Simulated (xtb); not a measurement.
Cl6OSi2, triplet, at the geometry of the source list (a higher spin typed on purpose: for a closed-shell molecule this is an excited state); GFN2-xTB (xtb).

The xtb input:
```
$ xtb mol.xyz --gfn 2 --uhf 2 --hess --json

# file mol.xyz
9

Cl     2.23640000     0.15700000    -1.77530000
Si     1.55660000     0.37630000     0.08960000
Cl     2.60640000    -0.68730000     1.41080000
Cl     1.41240000     2.30080000     0.60510000
O      0.06070000    -0.26030000     0.12470000
Si    -1.54590000    -0.42240000    -0.06750000
Cl    -2.02330000     0.31910000    -1.85990000
Cl    -2.41290000     0.59980000     1.41280000
Cl    -1.89040000    -2.38310000     0.05970000
```

Problem. Predict the main parts of the log of this xtb run.

Solution. 
```
   ID    Z sym.   atoms
    1   17 Cl     1, 3, 4, 7-9
    2   14 Si     2, 6
    3    8 O      5

           -------------------------------------------------
          |                Calculation Setup                |
           -------------------------------------------------

           -------------------------------------------------
          |                 G F N 2 - x T B                 |
           -------------------------------------------------

          ...................................................
          :                      SETUP                      :
          :.................................................:
          :  # basis functions                  84          :
          :  # atomic orbitals                  76          :
          :  # shells                           26          :
          :  # electrons                        56          :
          :  max. iterations                   250          :
          :  Hamiltonian                  GFN2-xTB          :
          :  restarted?                      false          :
          :  GBSA solvation                  false          :
          :  PC potential                    false          :
          :  electronic temp.          300.0000000     K    :
          :  accuracy                    1.0000000          :
          :  -> integral cutoff          0.2500000E+02      :
          :  -> integral neglect         0.1000000E-07      :
          :  -> SCF convergence          0.1000000E-05 Eh   :
          :  -> wf. convergence          0.1000000E-03 e    :
          :  Broyden damping             0.4000000          :
          :  net charge                          0          :
          :  unpaired electrons                  2          :
          ...................................................

 iter      E             dE          RMSdq      gap      omega  full diag
   1    -34.9239784 -0.349240E+02  0.734E+00    0.37       0.0  T
   2    -34.9874889 -0.635105E-01  0.408E+00    0.48       1.0  T
   3    -34.9454388  0.420501E-01  0.352E+00    0.49       1.0  T
   4    -34.9123195  0.331193E-01  0.420E+00    0.53       1.0  T
   5    -34.9271173 -0.147978E-01  0.367E+00    0.50       1.0  T
   6    -34.9555119 -0.283947E-01  0.266E+00    0.52       1.0  T
   7    -34.9953658 -0.398539E-01  0.127E+00    0.51       1.0  T
   8    -34.9855606  0.980518E-02  0.164E+00    0.52       1.0  T
   9    -34.9989195 -0.133588E-01  0.907E-01    0.53       1.0  T
  10    -34.9965356  0.238392E-02  0.102E+00    0.52       1.0  T
  11    -34.9977110 -0.117549E-02  0.794E-01    0.52       1.0  T
  12    -34.9980131 -0.302107E-03  0.875E-01    0.53       1.0  T
  13    -34.9989676 -0.954496E-03  0.725E-01    0.53       1.0  T
  14    -35.0027241 -0.375644E-02  0.270E-01    0.53       1.0  T
  15    -35.0026814  0.427260E-04  0.247E-01    0.53       1.0  T
  16    -35.0027821 -0.100738E-03  0.197E-01    0.53       1.0  T
  17    -35.0029835 -0.201445E-03  0.119E-01    0.53       1.0  T
  18    -35.0030464 -0.628346E-04  0.672E-02    0.53       1.0  T
  19    -35.0030551 -0.868847E-05  0.460E-02    0.53       1.0  T
  20    -35.0030655 -0.104211E-04  0.237E-02    0.53       1.4  T
  21    -35.0030683 -0.279228E-05  0.134E-02    0.53       2.5  T
  22    -35.0030683  0.258993E-10  0.105E-02    0.53       3.2  T
  23    -35.0030678  0.463270E-06  0.108E-02    0.53       3.1  T
  24    -35.0030688 -0.991271E-06  0.207E-03    0.53      16.1  T
  25    -35.0030688  0.961628E-08  0.235E-03    0.53      14.2  T
  26    -35.0030688 -0.118940E-07  0.144E-03    0.53      23.1  T
  27    -35.0030688 -0.120713E-07  0.710E-04    0.53      46.9  T
  28    -35.0030688  0.782869E-09  0.528E-04    0.53      63.1  T

   *** convergence criteria satisfied after 28 iterations ***

 transition dipole moment (au) for excitation:          28          29
     X       Y       Z
   0.0050  -0.0226  -0.0491  total (au/Debye):    0.054   0.138
[...]
         :: total energy             -34.927548036478 Eh    ::
[...]
 writing <g98.out> molden fake output.
 recommended (thermochemical) frequency scaling factor: 1.0
           -------------------------------------------------
          |             Thermodynamic Functions             |
           -------------------------------------------------

c2  symmetry found (for desy threshold:  0.10E+00) used in thermo

          ...................................................
          :                      SETUP                      :
          :.................................................:
          :  # frequencies                          12      :
          :  # imaginary freq.                       9      :
          :  linear?                             false      :
          :  only rotor calc.                    false      :
          :  symmetry                               c2      :
          :  rotational number                       2      :
          :  scaling factor                  1.0000000      :
          :  rotor cutoff                   50.0000000 cm⁻¹ :
          :  imag. cutoff                  -20.0000000 cm⁻¹ :
          :.................................................:

    mode    ω/cm⁻¹     T·S(HO)/kcal·mol⁻¹    T·S(FR)/kcal·mol⁻¹   T·S(vib)
   ------------------------------------------------------------------------
       1     71.99    -1.22186 ( 81.12%)    -0.94851 ( 18.88%)    -1.17026
       2     91.80    -1.07968 ( 91.91%)    -0.87651 (  8.09%)    -1.06325
       3    246.06    -0.52433 ( 99.83%)    -0.58445 (  0.17%)    -0.52443
       4    252.47    -0.51081 ( 99.85%)    -0.57684 (  0.15%)    -0.51091
   ------------------------------------------------------------------------

   temp. (K)  partition function   enthalpy   heat capacity  entropy
                                   cal/mol     cal/K/mol   cal/K/mol   J/K/mol
 298.15  VIB   45.8                 2744.794     17.006     16.578
         ROT  0.163E+07              888.752      2.981     31.411
         INT  0.748E+08             3633.546     19.987     47.989
         TR   0.465E+28             1481.254      4.968     42.819
         TOT                        5114.7998    24.9552    90.8084   379.9423

       T/K    H(0)-H(T)+PV         H(T)/Eh          T*S/Eh         G(T)/Eh
   ------------------------------------------------------------------------
    298.15    0.815095E-02    0.190713E-01    0.431460E-01   -0.240747E-01
   ------------------------------------------------------------------------

         :::::::::::::::::::::::::::::::::::::::::::::::::::::
         ::                  THERMODYNAMIC                  ::
         :::::::::::::::::::::::::::::::::::::::::::::::::::::
         :: total free energy         -34.951622755067 Eh   ::
         ::.................................................::
         :: total energy              -34.927548037418 Eh   ::
         :: zero point energy           0.010920326545 Eh   ::
         :: G(RRHO) w/o ZPVE           -0.034995044193 Eh   ::
         :: G(RRHO) contrib.           -0.024074717649 Eh   ::
         :::::::::::::::::::::::::::::::::::::::::::::::::::::
imag cut-off (cm-1) :    5.00
 found            9  significant imaginary frequencies
 writing imag mode distorted coords to xtbhess.xyz
 for further optimization.

           -------------------------------------------------
          | TOTAL ENERGY              -34.927548037418 Eh   |
          | TOTAL ENTHALPY            -34.908476758510 Eh   |
          | TOTAL FREE ENERGY         -34.951622755067 Eh   |
          | GRADIENT NORM               0.075145308902 Eh/α |
          | HOMO-LUMO GAP               0.530567301235 eV   |
           -------------------------------------------------
########################################################################
[WARNING] Runtime exception occurred
-1- hessian_numhess: Hessian on incompletely optimized geometry!
########################################################################

normal termination of xtb
```
